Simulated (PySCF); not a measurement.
CH5BF2O2Si, singlet, geometry from GFN2-xTB; PBE/6-31G, polarisability by finite fields (PySCF).

The PySCF input:
```python
from pyscf import gto, scf, dft

mol = gto.M(
    atom='''
Si    1.30620567    0.44036847   -0.23447133
F     0.67211147    1.89616619    0.01792442
F     1.62572314   -0.04275737    1.25720945
C    -0.00220974   -0.64697672   -1.03543075
B    -1.37255018   -0.74007114   -0.17520850
O    -1.89279341   -1.92122633    0.21707972
O    -2.07375951    0.35521719    0.16928056
H     2.57306418    0.64000195   -0.89710719
H    -0.24324090   -0.22974145   -2.01483479
H     0.40727741   -1.63939055   -1.22475995
H    -1.40888704   -2.70985413   -0.01822010
H    -1.68717160    1.20343544   -0.04093928
''',
    basis='6-31g',
    verbose=4,
)

mf = dft.RKS(mol)
mf.xc = 'pbe'
mf.conv_tol = 1e-11
mf.kernel()
h0, z, done = mf.get_hcore(), mol.intor('int1e_r')[2], []
def energy(F):
    f = mf.copy()
    f.scf_summary = {}
    f.get_hcore = lambda *a: h0 + F * z
    e = f.kernel(mf.make_rdm1())
    done.append(f.converged)
    return e
F = 2e-4
alpha = -(energy(F) + energy(-F) - 2 * mf.e_tot) / F**2
print('alpha_zz =', alpha)
```

**Question.** What does PySCF print? Leave out banner, timings and long lists.

**Answer.** 
```
PySCF version 2.14.0

[INPUT] verbose = 4
[INPUT] num. atoms = 12
[INPUT] num. electrons = 64
[INPUT] charge = 0
[INPUT] spin (= nelec alpha-beta = 2S) = 0
[INPUT] symmetry False subgroup None
[INPUT] Mole.unit = angstrom
[INPUT] Symbol           X                Y                Z      unit          X                Y                Z       unit  Magmom
[...]
nuclear repulsion = 383.497664033933
number of shells = 47
number of NR pGTOs = 198
number of NR cGTOs = 77
basis = 6-31g
ecp = {}

******** <class 'pyscf.dft.rks.RKS'> ********
method = RKS
initial guess = minao
damping factor = 0
level_shift factor = 0
DIIS = <class 'pyscf.scf.diis.CDIIS'>
diis_start_cycle = 1
diis_space = 8
diis_damp = 0
SCF conv_tol = 1e-11
SCF conv_tol_grad = None
SCF max_cycles = 50
direct_scf = True
direct_scf_tol = 1e-13
XC library pyscf.dft.libxc version 7.1.2
    S. Lehtola, C. Steigemann, M. J. T. Oliveira, and M. A. L. Marques,  SoftwareX 7, 1–5 (2018)
XC functionals = pbe
    J. P. Perdew, K. Burke, and M. Ernzerhof,  Phys. Rev. Lett. 77, 3865 (1996)
    J. P. Perdew, K. Burke, and M. Ernzerhof,  Phys. Rev. Lett. 78, 1396 (1997)
    J. P. Perdew, K. Burke, and M. Ernzerhof,  Phys. Rev. Lett. 77, 3865 (1996)
    J. P. Perdew, K. Burke, and M. Ernzerhof,  Phys. Rev. Lett. 78, 1396 (1997)
radial grids:
    Treutler-Ahlrichs [JCP 102, 346 (1995); DOI:10.1063/1.469408] (M4) radial grids

becke partition: Becke, JCP 88, 2547 (1988); DOI:10.1063/1.454033
pruning grids: <function nwchem_prune>
grids dens level: 3
symmetrized grids: False
atomic radii adjust function: <function treutler_atomic_radii_adjust>
small_rho_cutoff = 0
Set gradient conv threshold to 3.16228e-06
Initial guess from minao.
tot grids = 153072
init E= -705.775646295793
[...]
cycle= 1 E= -704.697998388471  delta_E= 1.08  |g|= 1.32  |ddm|= 3.27
[...]
cycle= 2 E= -703.704912061658  delta_E= 0.993  |g|= 2.64  |ddm|= 3.89
[...]
cycle= 3 E= -705.025905414838  delta_E= -1.32  |g|= 0.238  |ddm|= 2.94
[...]
cycle= 4 E= -705.038202521055  delta_E= -0.0123  |g|= 0.109  |ddm|= 0.36
[...]
cycle= 5 E= -705.041151468561  delta_E= -0.00295  |g|= 0.0182  |ddm|= 0.114
[...]
cycle= 6 E= -705.041225885106  delta_E= -7.44e-05  |g|= 0.00934  |ddm|= 0.0247
[...]
cycle= 7 E= -705.041242021887  delta_E= -1.61e-05  |g|= 0.00185  |ddm|= 0.00885
[...]
cycle= 8 E= -705.041242823246  delta_E= -8.01e-07  |g|= 0.000528  |ddm|= 0.0027
[...]
cycle= 9 E= -705.041242873925  delta_E= -5.07e-08  |g|= 0.000275  |ddm|= 0.000633
[...]
[...]
converged SCF energy = -705.041242888739
[...]
[...]
cycle= 4 E= -705.040937831226  delta_E= -1.34e-08  |g|= 6.59e-05  |ddm|= 0.000401
[...]
cycle= 5 E= -705.040937832033  delta_E= -8.08e-10  |g|= 1.74e-05  |ddm|= 6.49e-05
[...]
cycle= 6 E= -705.040937832096  delta_E= -6.28e-11  |g|= 3.19e-06  |ddm|= 2.01e-05
[...]
cycle= 7 E= -705.040937832091  delta_E= 5.23e-12  |g|= 1.2e-06  |ddm|= 3.97e-06
[...]
Extra cycle  E= -705.040937832086  delta_E= 4.55e-12  |g|= 2.44e-06  |ddm|= 3.06e-06
converged SCF energy = -705.040937832086

******** <class 'pyscf.dft.rks.RKS'> ********
method = RKS
initial guess = minao
damping factor = 0
level_shift factor = 0
DIIS = <class 'pyscf.scf.diis.CDIIS'>
diis_start_cycle = 1
diis_space = 8
diis_damp = 0
SCF conv_tol = 1e-11
SCF conv_tol_grad = None
SCF max_cycles = 50
direct_scf = True
direct_scf_tol = 1e-13
XC library pyscf.dft.libxc version 7.1.2
    S. Lehtola, C. Steigemann, M. J. T. Oliveira, and M. A. L. Marques,  SoftwareX 7, 1–5 (2018)
XC functionals = pbe
    J. P. Perdew, K. Burke, and M. Ernzerhof,  Phys. Rev. Lett. 77, 3865 (1996)
    J. P. Perdew, K. Burke, and M. Ernzerhof,  Phys. Rev. Lett. 78, 1396 (1997)
    J. P. Perdew, K. Burke, and M. Ernzerhof,  Phys. Rev. Lett. 77, 3865 (1996)
    J. P. Perdew, K. Burke, and M. Ernzerhof,  Phys. Rev. Lett. 78, 1396 (1997)
radial grids:
    Treutler-Ahlrichs [JCP 102, 346 (1995); DOI:10.1063/1.469408] (M4) radial grids

becke partition: Becke, JCP 88, 2547 (1988); DOI:10.1063/1.454033
pruning grids: <function nwchem_prune>
grids dens level: 3
symmetrized grids: False
atomic radii adjust function: <function treutler_atomic_radii_adjust>
small_rho_cutoff = 0
Set gradient conv threshold to 3.16228e-06
init E= -705.04154868097
[...]
cycle= 1 E= -705.041548999613  delta_E= -3.19e-07  |g|= 0.00123  |ddm|= 0.00569
[...]
cycle= 2 E= -705.041548256049  delta_E= 7.44e-07  |g|= 0.00248  |ddm|= 0.00436
[...]
cycle= 3 E= -705.041549402418  delta_E= -1.15e-06  |g|= 0.000185  |ddm|= 0.00222
[...]
cycle= 4 E= -705.041549415834  delta_E= -1.34e-08  |g|= 6.55e-05  |ddm|= 0.0004
[...]
cycle= 5 E= -705.041549416629  delta_E= -7.94e-10  |g|= 1.73e-05  |ddm|= 6.45e-05
[...]
cycle= 6 E= -705.04154941669  delta_E= -6.18e-11  |g|= 3.15e-06  |ddm|= 2.01e-05
[...]
cycle= 7 E= -705.041549416691  delta_E= -6.82e-13  |g|= 1.2e-06  |ddm|= 3.94e-06
[...]
Extra cycle  E= -705.041549416693  delta_E= -2.05e-12  |g|= 2.44e-06  |ddm|= 3.07e-06
converged SCF energy = -705.041549416693
alpha_zz = 36.78254074657161
```
